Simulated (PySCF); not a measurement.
## First-order multiplets

Geometry:
| atom | x (Å) | y (Å) | z (Å) |
| --- | --- | --- | --- |
| B1 | 1.269 | 0.737 | 0.012 |
| C2 | -0.068 | 1.450 | 0.032 |
| C3 | -1.218 | 0.694 | 0.015 |
| C4 | -1.184 | -0.726 | -0.020 |
| C5 | 0.017 | -1.382 | -0.039 |
| N6 | 1.188 | -0.694 | -0.024 |
| H7 | 2.366 | 1.242 | 0.022 |
| H8 | -0.165 | 2.539 | 0.059 |
| H9 | -2.203 | 1.175 | 0.029 |
| H10 | -2.108 | -1.306 | -0.033 |
| H11 | 0.077 | -2.473 | -0.066 |
| H12 | 2.031 | -1.256 | -0.039 |

One conformer, no solvent model, no relativistic terms. B3LYP/pcJ-1 coupling constants (spin–dipole term only in couplings to heteroatoms); NMR shieldings at PBE0/pcSseg-1/GIAO; geometry from PBE0-D3(BJ)/def2-SVP; PySCF 2.14.

Chemical shifts δ = σref − σ; TMS for ¹H and ¹³C, all at this level.

Spectrometer: 800 MHz for ¹H. First-order analysis; couplings under 1 Hz (under 4 Hz in carbon signals) are ignored, and nearly equal couplings are merged; the smaller ones broaden or split the lines further.

**Question.** What pattern does H8 show (¹H)?

**Answer.** A doublet of doublets of doublets at δ 7.36: 12.1 Hz to H9 (1 × ¹H, 3 bonds away), 3.6 Hz to H7 (1 × ¹H, 3 bonds away), 1.1 Hz to H10 (1 × ¹H, 4 bonds away). Lines in Hz from the centre (relative intensity): +8.4 (1), +7.3 (1), +4.8 (1), +3.7 (1), -3.7 (1), -4.8 (1), -7.3 (1), -8.4 (1). The outer lines are 16.8 Hz apart, the sum of the couplings kept, or 0.021 ppm at this field.

**Question.** What pattern does C3 show in the proton-coupled ¹³C spectrum?

**Answer.** A doublet of doublets of doublets at δ 150.7: 159.9 Hz to H9 (1 × ¹H, 1 bond away), 7.7 Hz to H11 (1 × ¹H, 3 bonds away), 5.0 Hz to H7 (1 × ¹H, 3 bonds away). Lines in Hz from the centre (relative intensity): +86.3 (1), +81.3 (1), +78.6 (1), +73.6 (1), -73.6 (1), -78.6 (1), -81.3 (1), -86.3 (1). The outer lines are 172.6 Hz apart, the sum of the couplings kept, or 0.858 ppm at this field.

**Question.** What pattern does H11 show (¹H)?

**Answer.** A doublet of doublets at δ 7.25: 7.4 Hz to H10 (1 × ¹H, 3 bonds away), 1.1 Hz to H9 (1 × ¹H, 4 bonds away). Lines in Hz from the centre (relative intensity): +4.2 (1), +3.1 (1), -3.1 (1), -4.2 (1). The outer lines are 8.5 Hz apart, the sum of the couplings kept, or 0.011 ppm at this field.

**Question.** What pattern does H9 show (¹H)?

**Answer.** A doublet of doublets of triplets at δ 7.84: 12.1 Hz to H8 (1 × ¹H, 3 bonds away), 7.6 Hz to H10 (1 × ¹H, 3 bonds away), 1.2 Hz to H7 and H11 (2 × ¹H, 4 bonds away). Lines in Hz from the centre (relative intensity): +11.1 (1), +9.8 (2), +8.7 (1), +3.5 (1), +2.2 (2), +1.1 (1), -1.1 (1), -2.2 (2), -3.5 (1), -8.7 (1), -9.8 (2), -11.1 (1). The outer lines are 22.1 Hz apart, the sum of the couplings kept, or 0.028 ppm at this field.

OH and NH positions are those of a molecule without intermolecular hydrogen bonds; in solution they move with solvent, concentration and temperature, and exchange usually removes their couplings. Hydrogens on boron are broadened and split by ¹¹B (spin 3/2, 80 %) and 10B (spin 3). Unscaled 3J(H,H) at this level run about 10 % above measured values.
